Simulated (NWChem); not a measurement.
System: AlI3; SMILES [I][Al]([I])[I]

The following NWChem deck was run.

```
start job
memory heap 200 mb stack 900 mb global 1100 mb
geometry units angstroms noautosym nocenter noautoz
  Al     0.000000     0.000000     0.000000
  I     -1.729647     1.742598     0.000000
  I      2.373957     0.626619     0.000000
  I     -0.644311    -2.369217     0.000000
end
basis spherical
  * library def2-svpd
end
ecp
  I library def2-ecp
end
dft
  xc pbe0
  iterations 150
end
tddft
  cis
  nroots 6
  notriplet
end
task tddft energy
```

Geometry: optimised at PBE0/def2-SVP. No frequency run checked for a minimum. def2 effective core potentials on I; no spin-orbit coupling.

Vertical excitations in the gas phase.

**Question.** Give the results of this calculation. (PBE0/def2-SVPD with def2 effective core potentials on I, TDA.) Quantities: lowest excitation, singlet (eV); orbital gap (eV).

**Answer.** 
- lowest excitation, singlet (eV): 4.54
- orbital gap (eV): 5.66
